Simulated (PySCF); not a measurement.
Distorted geometries of [Eu(O2)2]−

[Eu(O2)2]− (singlet in the valence; each metal's 4f electrons, 6 of them, lie in its core potential, out of spins and levels). PySCF 2.14.0, RKS TPSS, Eu lcecp-1-SVP with ECP52, O def2-SVP; non-relativistic Hamiltonian with scalar-relativistic core potentials where named; density fitting; no spin-orbit coupling. Relaxed geometry:

```xyz
5

Eu    0.0000    0.0000    0.0000
O     0.5419    0.5419    2.0408
O    -0.5419   -0.5419    2.0408
O     0.5419   -0.5419   -2.0408
O    -0.5419    0.5419   -2.0408
```

**Question.** Order these distorted geometries by energy above the relaxed one, lowest first.
A.
```xyz
5

Eu    0.0300    0.0012   -0.0233
O     0.5242    0.4860    2.0179
O    -0.5889   -0.4725    2.0944
O     0.6373   -0.5717   -2.0459
O    -0.6026    0.5569   -2.0431
```
B.
```xyz
5

Eu   -0.3191    0.0581   -0.0884
O     0.5511    0.4181    2.0576
O    -0.4609   -0.3659    1.9663
O     0.7092   -0.5734   -1.9705
O    -0.4803    0.4631   -1.9649
```
C.
```xyz
5

Eu   -0.0083   -0.0837    0.0828
O     0.5784    0.5543    2.0964
O    -0.5735   -0.5543    1.9665
O     0.5145   -0.4865   -2.0883
O    -0.5111    0.5702   -2.0575
```

**Answer.** A (0.21 eV), C (0.40 eV), B (1.89 eV).

**Question.** Which forces (eV/Å) act in the one that lies 1.89 eV up?

**Answer.** 
```
Eu   2.43 -1.00  4.39
O    5.30  4.31 -0.64
O   -6.31 -4.98  1.81
O   -1.14  0.85  0.83
O   -0.27  0.82 -6.39
```
Forces carry noise of the integration grid, about 0.01 to 0.03 eV/Å.

No frequency check is given that shows the relaxed geometry to be a minimum. An lcecp potential fixes the number of 4f electrons, so in runs with it no electron can move into or out of that shell.
